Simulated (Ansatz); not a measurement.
Molecule (SMILES): [BH]F (BH-F), doublet.
Atoms: B1, F2, H3. Bonds: B1-F2, B1-H3.

How fast the optimised B1-H3 bond length converges with the basis for several methods (Ansatz, an electronic-structure program): deviation from each method's own reference, in Å. References: B3LYP 1.2006 Å, the value in aug-pcseg-3; HF 1.1933 Å, the value in aug-pcseg-3; MP2 1.1951 Å, the value in aug-cc-pVQZ; PBE 1.2129 Å, the value in aug-pcseg-3. Cartesian d functions, on some or all atoms, in 6-31G*; all else is spherical. In correlated methods cores are frozen. Core-valence sets carry the plain set on hydrogen. Open shells are unrestricted. No added dispersion term, no relativity. The reference of a correlated method is not its basis-set limit, which lies further on.

```json
[
 {"basis": "6-31G*", "functions": "32", "B3LYP": "0.0068", "HF": "0.0009", "MP2": "0.0049", "PBE": "[?]"},
 {"basis": "cc-pVDZ", "functions": "33", "B3LYP": "0.0165", "HF": "0.0094", "MP2": "0.0170", "PBE": "[?]"},
 {"basis": "def2-SVP", "functions": "33", "B3LYP": "0.0161", "HF": "0.0088", "MP2": "0.0130", "PBE": "[?]"},
 {"basis": "6-311+G**", "functions": "50", "B3LYP": "0.0004", "HF": "-0.0002", "MP2": "0.0026", "PBE": "[?]"},
 {"basis": "def2-TZVP", "functions": "68", "B3LYP": "0.0022", "HF": "0.0016", "MP2": "0.0038", "PBE": "[?]"},
 {"basis": "cc-pVTZ", "functions": "74", "B3LYP": "0.0010", "HF": "0.0007", "MP2": "0.0008", "PBE": "[?]"},
 {"basis": "6-311++G(3df,3pd)", "functions": "96", "B3LYP": "0.0002", "HF": "-0.0001", "MP2": "-0.0004", "PBE": "[?]"},
 {"basis": "cc-pCVTZ", "functions": "100", "B3LYP": "0.0014", "HF": "0.0011", "MP2": "0.0012", "PBE": "[?]"},
 {"basis": "aug-cc-pVTZ", "functions": "115", "B3LYP": "0.0005", "HF": "0.0006", "MP2": "0.0011", "PBE": "[?]"},
 {"basis": "cc-pVQZ", "functions": "140", "B3LYP": "0.0003", "HF": "0.0005", "MP2": "-0.0001", "PBE": "[?]"},
 {"basis": "def2-QZVPP", "functions": "144", "B3LYP": "0.0003", "HF": "0.0004", "MP2": "-0.0003", "PBE": "[?]"},
 {"basis": "aug-cc-pVQZ", "functions": "206", "B3LYP": "0.0000", "HF": "0.0004", "MP2": "0.0000", "PBE": "[?]"}
]
```

Q: Fill in the missing entries.

A: 
- 6-31G*, PBE: 0.0062
- cc-pVDZ, PBE: 0.0155
- def2-SVP, PBE: 0.0154
- 6-311+G**, PBE: 0.0001
- def2-TZVP, PBE: 0.0015
- cc-pVTZ, PBE: 0.0009
- 6-311++G(3df,3pd), PBE: 0.0001
- cc-pCVTZ, PBE: 0.0016
- aug-cc-pVTZ, PBE: 0.0003
- cc-pVQZ, PBE: 0.0002
- def2-QZVPP, PBE: 0.0003
- aug-cc-pVQZ, PBE: 0.0000

Mean absolute deviation over 6-311+G**, def2-TZVP, cc-pVTZ, 6-311++G(3df,3pd), cc-pCVTZ, aug-cc-pVTZ: HF 0.0007, PBE 0.0008, B3LYP 0.0009, MP2 0.0016 Å.
